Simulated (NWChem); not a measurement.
# Correlation energy of bromine monochloride (BrCl)

SMILES: ClBr
```xyz
2

Cl     0.0000     0.0000     1.4776
Br     0.0000     0.0000    -0.7177
```
Charge 0, spin multiplicity 1.

Everything below was run with NWChem. The geometry was optimised at B3LYP/def2-SVP, a minimum by its harmonic frequencies.

Basis set: def2-SVP. Each correlation energy counts from its own Hartree-Fock reference.

The Hamiltonian is non-relativistic. The correlated methods keep 14 core orbitals frozen. Coupled-cluster values serve here as a point of comparison, not as the truth.

| method | correlation energy (mHa) |
|---|---|
| CR-CCSD(T) | -387.0 |
| CCSD+T(CCSD) | -388.9 |
| CCSD(T) | [?] |
| CR-CCSD[T] | -387.2 |
| CCSD | [?] |
| MP2 | -363.2 |
| SCS-MP2 | -343.1 |

Task: What belongs in the gaps?

Result: 
- CCSD(T), correlation energy (mHa): -388.6
- CCSD, correlation energy (mHa): -380.2
